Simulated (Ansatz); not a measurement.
Gas-phase electronic energies from Ansatz, PBE0-D4/def2-TZVP geometries. CBS: MP2 limit from def2 TZ/QZ plus the TZ coupled-cluster correction, frozen cores. DFT in def2-TZVPP. For Ge outer-core shells are correlated without core-valence functions, which leaves a few kJ/mol of doubt a bond. Scalar relativity is left out up to krypton. One conformer a species, not always the lowest.

`F[SiH](F)[CH2][GeH3]` + `[OH][GeH3]` → `F[SiH](F)[O][GeH3]` + `[CH3][GeH3]`  (ligand exchange at the Si–C bond)

| level | ΔE (kcal/mol) |
| --- | --- |
| ωB97M-V | -30.4 |
| r2SCAN | -30.6 |
| PBE0 | -29.1 |
| MP2/def2-TZVPP | -31.1 |
| SCS-MP2/def2-TZVPP | -32.0 |
| MP2/def2-QZVPP | -30.9 |
| SCS-MP2/def2-QZVPP | -31.9 |
| HF/CBS(def2) | -36.9 |

Task: What does CCSD(T)/CBS give? (Estimate.)

Result: The calculation gave: -30.6 kcal/mol. The listed levels differ from it by 0.2, 0.0, 1.5, -0.5, -1.4, -0.3, -1.3, -6.3 kcal/mol.

Largest T1 diagnostic among the species: 0.012.

From PBE to PBE0 (25 % exact exchange), in def2-TZVPP and without D4, ΔE moves by −1.4 kcal/mol. In def2-TZVPP, CCSD(T) changes the Hartree–Fock value by +5.3 kcal/mol (the triples alone add +0.8 kcal/mol) and MP2 by +5.3 kcal/mol.
